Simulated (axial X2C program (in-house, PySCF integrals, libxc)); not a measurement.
Which molecule has these constants?

Calculated with an axial X2C code built on PySCF integrals, spin-free (one-electron X2C) or two-component (2c: spin–orbit coupling with atomic mean-field Coulomb and Gaunt terms, which also bring small scalar terms), in Dyall basis sets with cores contracted in-house; open shells are unrestricted.

A two-component PBE0 calculation in a Dyall 3-zeta basis gave Re = 1.679 Å, ωe = 954.2 cm⁻¹, De = 6.75 eV, Ω = 0.

Problem. Which molecule is it?
A. ScS⁻
B. ScSe⁻
C. ScTe⁻
D. ScO⁻

Solution. D. The others have ScSe⁻ 2.309 Å and 396.6 cm⁻¹ (Ω = 0); ScTe⁻ 2.544 Å and 319.7 cm⁻¹ (Ω = 0); ScS⁻ 2.175 Å and 535.8 cm⁻¹ (Ω = 0).

Each entry is the lowest single determinant of a limited PBE0 search at one distance. De goes to single-determinant-based atoms at the same level (for ions the charge split of lowest energy) and is withheld (n/a) where an atom does not fit its ground term or J level. Main or longest-lived isotopes. One determinant is a doubtful description, or other states lie close, for ScTe⁻; these need not be ground states, and all values refer to the states named. Some light 2c atoms are not at their ground J level, so De misses part of their lowering (0.04 eV or less). The functionals have no current term, which raises determinants with orbital currents.
